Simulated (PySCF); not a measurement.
Species: C6H7NO2S.
SMILES: `CS(=O)(=O)c1ccccn1`

Torsions of this conformer, `[CH3:1][S:2](=[O:3])(=[O:4])[c:5]1[cH:6][cH:7][cH:8][cH:9][n:10]1`: C1–S2–C5–C6 138°.

The closed-shell ground state was solved at several levels (PySCF, density fitting, gas phase, non-relativistic). Isolated species at its PBE0-D3(BJ)/def2-SVP geometry (one conformer only).

```json
{"level": "PBE0/pcSseg-1", "basis functions": "212", "total energy (Eh)": "-835.4740", "HOMO (eV)": "-7.94", "LUMO (eV)": "-1.69", "gap (eV)": "6.25", "dipole (D)": "5.24"}
{"level": "KT3/pcSseg-1", "basis functions": "212", "total energy (Eh)": "-845.5390", "HOMO (eV)": "-6.58", "LUMO (eV)": "-2.45", "gap (eV)": "4.13", "dipole (D)": "4.83"}
```

Question: Estimate the row for B3LYP/def2-SVPD, a basis of 269 functions; the other rows only guide the guess.

Answer: Total energy -835.7707 Eh, HOMO -7.76 eV, LUMO -1.95 eV, gap 5.81 eV, dipole 5.41 D.

Question: Over all these levels, which gives the widest orbital gap and which the narrowest?

Answer: PBE0/pcSseg-1 (global hybrid, 25 % exact exchange) has the widest, 6.25 eV, and KT3/pcSseg-1 (GGA) the narrowest, 4.13 eV. The two share the basis. From the narrowest to the widest the HOMO moves by -1.36 eV and the LUMO by +0.76 eV.

Question: How far do the dipole and the HOMO energy spread over the levels?

Answer: The dipole runs from 4.83 to 5.41 D (mean 5.16 D) and the HOMO from -7.94 to -6.58 eV.
